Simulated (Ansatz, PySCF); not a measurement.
Gas-phase reaction (SMILES): C[CH](C)[Ge]([Cl])([Cl])[Cl] [trichloro(propan-2-yl)germane] + 6 [H][H] (H2) -> 3 C (CH4) + 3 Cl (HCl) + [GeH4] (GeH4); energy of full hydrogenation.

Each molecule is optimised on its own at B3LYP-D3(BJ)/def2-TZVP (Ansatz, an electronic-structure program), one conformer each, not searched for the lowest. Correlated levels leave the core frozen unless marked. Spin-orbit coupling is left out. Frozen are the shells of the preceding noble gas and the d and f shells that filled before the atom's block. Non-relativistic. Basis-set limits of correlation are two-point, X^-3; Hartree-Fock from the larger set. The bracket is a focal-point correction in the basis named. Thermal terms are rigid-rotor harmonic-oscillator values from B3LYP-D3(BJ) frequencies (Ansatz or PySCF) at 298.15 K and 1 atm. 1 Eh = 627.5095 kcal/mol.

```csv
species,"E, RI-MP2/CBS(def2-TZVPPD,def2-QZVPPD)+[CCSD(T)-MP2]/def2-TZVPPD (Ansatz) (Eh)","E, wB97X-V/def2-TZVPD (Ansatz) (Eh)",H - E (Eh)
C[CH](C)[Ge]([Cl])([Cl])[Cl],-3573.38039,-3575.95497,0.10955
[H][H] (H2),-1.17532,-1.17238,0.01336
C (CH4),-40.46135,-40.51531,0.04840
Cl (HCl),-460.37863,-460.74931,0.01000
[GeH4] (GeH4),-2077.90776,-2079.19696,0.03354
```

Question: Work out ΔE and ΔH at 298.15 K at the first level, then ΔH at the second.

Answer: 
1. ΔE = [3×(-40.46135) + 3×(-460.37863) + (-2077.90776)] - [(-3573.38039) + 6×(-1.17532)] = 0.00461 Eh = 2.9 kcal/mol at RI-MP2/CBS(def2-TZVPPD,def2-QZVPPD)+[CCSD(T)-MP2]/def2-TZVPPD.
2. The terms H - E add up to 0.01903 Eh, so ΔH = (0.00461 + (0.01903))×627.5095 = 14.8 kcal/mol.
3. At wB97X-V/def2-TZVPD the same steps give ΔE = -1.0 and ΔH = 11.0 kcal/mol, a shift of -3.8 from the first level.
4. These values are not checked against measurement here, since the tables used lack a sound gas-phase enthalpy of formation for at least one species.
